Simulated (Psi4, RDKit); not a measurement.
Internal rotation in SMILES [SiH3][SiH2]c1cccs1. Scanned: dihedral Si1–Si2–C3–S7; all other coordinates were relaxed at GFN2-xTB. Points at φ and −φ are mirror images. Heavy atoms are numbered in the order of the SMILES [SiH3][SiH2]c1cccs1, hydrogens after them in the order of the atoms that carry them; the mirror image has the same energies with the sign of each dihedral reversed.

- MMFF94 // GFN2-xTB (RDKit)
- PBE-D3(BJ)/def2-SVP // GFN2-xTB (Psi4)

Energies relative to the lowest point of each profile, in kcal/mol:

| φ / ° | MMFF94 |
|---|---|
| -165 | 2.14 |
| -135 | 1.39 |
| -105 | 0.53 |
| -90 | 0.20 |
| -75 | 0.00 |
| -60 | 0.07 |
| -30 | 1.01 |
| 30 | 1.01 |
| 45 | 0.45 |
| 90 | 0.20 |
| 165 | 2.14 |
| 180 | 2.16 |

Question: Estimate the PBE-D3(BJ)/def2-SVP values at these points.

Answer: -165: 0.42; -135: 0.30; -105: 0.21; -90: 0.17; -75: 0.09; -60: 0.00; -30: 0.23; 30: 0.23; 45: 0.01; 90: 0.17; 165: 0.42; 180: 0.39 (kcal/mol).

MMFF94 has few fitted parameters for silicon.
